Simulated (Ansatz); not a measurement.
Se₂S⁺, relaxed as a doublet with UKS PBE0-D4/def2-TZVP in Ansatz, starting from the GFN1-xTB geometry. Force threshold 0.02 eV/Å.

The charge 1 doublet is spin-contaminated (final ⟨S²⟩ up to 1.31, 0.75 for a pure state). The relaxation made no stability test and no search for a lower SCF solution. Another isomer (doublet) lies 0.46 eV lower at PBE0-D4/def2-TZVP; other spin states weren't run for this one.

Start:

```xyz
3

S    -0.097    0.548    0.030
Se    1.185    0.006   -1.450
Se   -1.088   -0.554    1.421
```

Q: Estimate the energy that the relaxation releases and the steps that it takes.

A: 21.7 kJ/mol, in 8 steps; 26 s on 4 threads of Arm Neoverse V1 on a shared host. No frequencies were taken in this run, so the end may be a saddle point.

Q: Does the start keep its bonding and symmetry?

A: By distances, no bond broke or formed. The bond that changes most is S1–Se3, from 2.03 to 2.10 Å (atoms count from 1). Point group C2v at the start, C2v at the end, both within 0.05 Å; within 0.015 Å the end is Cs.

Q: Predict the relaxed structure.

A: 
```xyz
3

S    -0.1567    0.9227    0.0407
Se    1.0358   -0.2360   -1.2283
Se   -0.8791   -0.6868    1.1876
```
Bond lengths: 2 × S–Se 2.09 to 2.10 Å.
